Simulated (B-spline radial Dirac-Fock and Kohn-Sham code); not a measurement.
Z = 60 (neodymium), transition energy 2000 keV. Model: a Dirac-Hartree-Slater potential of the neutral atom with a Latter tail (no hole, which puts coefficients of high multipoles low close above an edge), finite nucleus with surface currents. Program: a radial B-spline solver. Subshells that would emit electrons below 1 keV are left out, and so is internal pair formation.

**Question.** A pure transition shows α(K) = 0.000878, L1/L2 = 13.8 and L1/L3 = 44.5. What is its multipolarity?
A. E2
B. M4
C. E4
D. M2
E. E1
F. E3
G. M3
H. M1

**Answer.** F. For comparison, α(K), L1/L2, L1/L3 are E1 0.000246, 52.5, 34.5; E2 0.000497, 25.1, 42.3; E4 0.00144, 8.87, 41.2; M1 0.000607, 33.1, 90.2; M2 0.00130, 23.4, 124; M3 0.00220, 17.4, 98.1; M4 0.00347, 13.6, 57.6.

Values without a named source are computed, but for edge energies of neutral atoms, which are taken from tables.
